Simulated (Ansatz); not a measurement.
Cartesian coordinates in Å:
```
F -0.926 1.969 -0.850
C 0.018 1.019 -0.750
F 0.985 1.376 -1.611
S -0.662 -0.627 -1.175
Si -0.020 -1.094 0.805
S 0.669 0.919 0.958
H -1.113 -1.445 1.741
H 1.048 -2.118 0.881
```

Total charge 0; spin multiplicity 1.

(1) List the PBE/def2-TZVPP orbital energies in eV (Ansatz 0.2.0). (An estimate is asked.)

## Answers

(1) Ansatz gave: Occupied: -2396.39, -2396.39, -1781.14, -661.05, -661.04, -275.17, -209.35, -209.35, -155.52, -155.52, -155.40, -155.40, -155.26, -155.26, -138.79, -95.58, -95.52, -95.46, -32.44, -30.66, -20.89, -18.24, -16.49, -14.32, -13.63, -13.05, -12.37, -10.68, -10.53, -10.11, -9.49, -9.09, -8.86, -7.65, -6.99, -6.52. Lowest empty: -2.43, -1.77, -0.15, 0.13, 0.50, 0.50, 1.34, 1.47.
